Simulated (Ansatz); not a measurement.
## Counterpoise correction, worked out

The pair of CO (SMILES [C-]#[O+], atoms 1–2) and AsH$_{3}$ (SMILES [AsH3], atoms 3–6), both closed shells, in one local arrangement (a lower one may exist), relaxed at PBE0-D4/def2-TZVP:

C1  (0.160, -0.418, -2.364)
O2  (-0.170, 0.133, -3.285)
As3  (-0.251, 0.481, 1.003)
H4  (1.226, 0.122, 1.029)
H5  (-0.298, 0.661, 2.514)
H6  (-0.667, -0.979, 1.102)
(Å)

Computed with Ansatz 0.2.0 (basis: def2-TZVPPD); correlated methods freeze the cores. Filled d shells of the heavier atoms are correlated. The def2 sets are not built for correlating such inner shells, so the correlated values are less sure here.

CCSD(T) total energies in eV:

| system | geometry | basis functions | energy |
| --- | --- | --- | --- |
| pair | pair | all | -63930.69723 |
| CO | as in the pair | all (partner as ghosts) | -3079.25184 |
| AsH$_{3}$ | as in the pair | all (partner as ghosts) | -60851.42464 |
| CO | as in the pair | its own | -3079.24769 |
| AsH$_{3}$ | as in the pair | its own | -60851.41474 |
| CO | free (PBE0-D4 minimum) | its own | -3079.24785 |
| AsH$_{3}$ | free (PBE0-D4 minimum) | its own | -60851.41432 |

Q: Work out the interaction energy with and without the counterpoise correction, the superposition error, and the binding energy from the relaxed fragments.

A: Without correction: -63930.69723 − (-3079.24769) − (-60851.41474) = -0.03480 eV.
With correction (each fragment in the whole basis): -63930.69723 − (-3079.25184) − (-60851.42464) = -0.02075 eV = -0.48 kcal/mol.
The superposition error is the difference, 0.01405 eV, 40 % of the uncorrected value: each fragment borrows its partner's functions.
Deformation from the free shapes: 0.00016 eV for CO and -0.00042 eV for AsH$_{3}$ (a small negative value is possible, since the free shapes are minima of another method).
Binding energy from relaxed fragments: -0.02075 + 0.00016 + (-0.00042) = -0.02101 eV = -0.48 kcal/mol (electronic, without zero-point energy; negative means bound). For comparison, the corrected interaction energy by CCSD(T) at an estimated basis limit (MP2 extrapolated from triple and quadruple zeta, plus CCSD(T) − MP2 in triple zeta) is -0.030 eV; triple zeta with the correction binds less.

The T1 diagnostic stays at or below 0.020.

For scale, one of the runs: CCSD(T)/def2-TZVPPD, 182 basis functions, launched by `ansatz run in.yaml --threads 2 --pin off --events-out ev --progress --plain --max-ram 5222MiB`. Hardware: 2 CPU threads of an Arm Neoverse V1, shared host. Wall time 68 s; peak host memory 1.8 GiB.
